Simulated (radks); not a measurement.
The numbers below are computed, except where a source is named.
Ionisation of N+, [He] 2s2 2p2, to N2+, [He] 2s2 2p1, under several functionals. Dirac Kohn-Sham, spin-unpolarised, spherical densities, point nucleus; open shells fill j = l - 1/2 first; a radial shooting solver on a logarithmic mesh with Libxc functionals.

functional                          E(N+) (hartree)  Exc (hartree)  IE (eV)  -e(HOMO) (eV)  <r> HOMO (bohr)  IE error (eV)
PBE                                       -53.95475       -6.18682   28.866         20.697            1.275         -0.736
BLYP                                      -54.02067       -6.25519   28.886         20.694            1.275         -0.716
Wu-Cohen GGA                              -53.84497       -6.07253   28.830         20.668            1.273         -0.771
B86b exchange with PBE correlation        -54.00355       -6.23876   28.920         20.742            1.274         -0.681
BP86                                      -54.01479       -6.25048   28.936         20.777            1.273         -0.666
PBEsol                                    -53.74601       -5.96614   28.749         20.607            1.276         -0.852
HCTH/407                                  -53.98752       -6.22345   29.045         20.908            1.277         -0.557

NIST Atomic Spectra Database: 29.601 eV (semi-empirical). Closest: HCTH/407. The Delta-SCF values span 0.30 eV, the total energies 0.27 hartree. The highest occupied level is 2p1/2. Spin polarisation and multiplet splitting are left out, so open shells lie too high by an amount that depends on their filling.

Beside tabulated values, note that spin-unpolarised runs miss the spin-polarisation part of the exchange energy of open shells.
